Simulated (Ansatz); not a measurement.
Coupled-cluster run, C₂H₉GeN (`C[CH2][GeH2][NH2]`).

```yaml
crystal:
  periodic: [false, false, false]
  atoms:
    - {symbol: C, position_ang: [-1.428259, -0.262555, 0.821515]}
    - {symbol: C, position_ang: [-0.225894, -1.045444, 0.314378]}
    - {symbol: Ge, position_ang: [1.299403, 0.108096, -0.137196]}
    - {symbol: N, position_ang: [0.913767, 1.413581, -1.383955]}
    - {symbol: H, position_ang: [-1.774869, 0.460684, 0.077958]}
    - {symbol: H, position_ang: [-1.188799, 0.294935, 1.731447]}
    - {symbol: H, position_ang: [-2.271545, -0.918829, 1.053571]}
    - {symbol: H, position_ang: [-0.486005, -1.620519, -0.579581]}
    - {symbol: H, position_ang: [0.112510, -1.769827, 1.061883]}
    - {symbol: H, position_ang: [1.765388, 0.862887, 1.123910]}
    - {symbol: H, position_ang: [2.448448, -0.732820, -0.725709]}
    - {symbol: H, position_ang: [0.599239, 1.062530, -2.277938]}
    - {symbol: H, position_ang: [0.257215, 2.112482, -1.065285]}
basis:
  gaussian: {orbitals: def2-SVP}
correlation: {method: ccsd_t}
```

```sh
$ ansatz run in.yaml --threads 4 --pin off --events-out ev --progress --plain --max-ram 10444MiB
```

The program prints (abridged):

```
Functional definition: HF
1213 factors; integrals over basis functions are off by at most 1.3e-3 eV
mean field evaluation 1: about -60145.6086 eV, gradient 3.7e1 eV
mean field evaluation 2: about -60145.6698 eV, gradient 3.7e1 eV
mean field evaluation 4: about -60148.9958 eV, gradient 3.5e0 eV
mean field evaluation 8: about -60149.0356 eV, gradient 1.4e-4 eV
mean field -60149.03558426 eV, -2210.4362872408 hartree, gradient 1.7e-6 eV, S^2 0.000000; 0 other end points of the search recorded, 0 dependent functions left out
12 core orbitals not correlated: weight in the atoms' cores, before any rotation towards them, 1.000 or more for the frozen orbitals, at most 0.000 for the correlated occupied ones
reference -60149.03558426 eV, -2210.4362872408 hartree; 18, 18 occupied and 89, 89 virtual orbitals, 1213 factors
second order -19.11170802 eV of doubles, -0.00000000 eV of singles
cycle   1  -19.70835383 eV  change   -6.0e-1 eV  update   9.3e-2
cycle   2  -20.27149112 eV  change   -5.6e-1 eV  update   2.7e-2
cycle   3  -20.35500947 eV  change   -8.4e-2 eV  update   1.2e-2
cycle   4  -20.35373165 eV  change    1.3e-3 eV  update   2.7e-3
cycle   5  -20.35440174 eV  change   -6.7e-4 eV  update   1.0e-3
cycle   6  -20.35407338 eV  change    3.3e-4 eV  update   3.3e-4
cycle   7  -20.35400449 eV  change    6.9e-5 eV  update   1.5e-4
cycle   8  -20.35400464 eV  change   -1.4e-7 eV  update   5.6e-5
cycle   9  -20.35399078 eV  change    1.4e-5 eV  update   2.0e-5
perturbative correction -0.56741344 eV, -0.0208520592 hartree
Total energy: -60169.95698848 eV, -2211.2051346648 hartree
```

It took 12 s on 4 threads of an Arm Neoverse V1 on a shared host, with 0.69 GiB of host memory at the peak.

Correlation energy per correlated electron: -0.581 eV. T1 diagnostic: 0.0091.
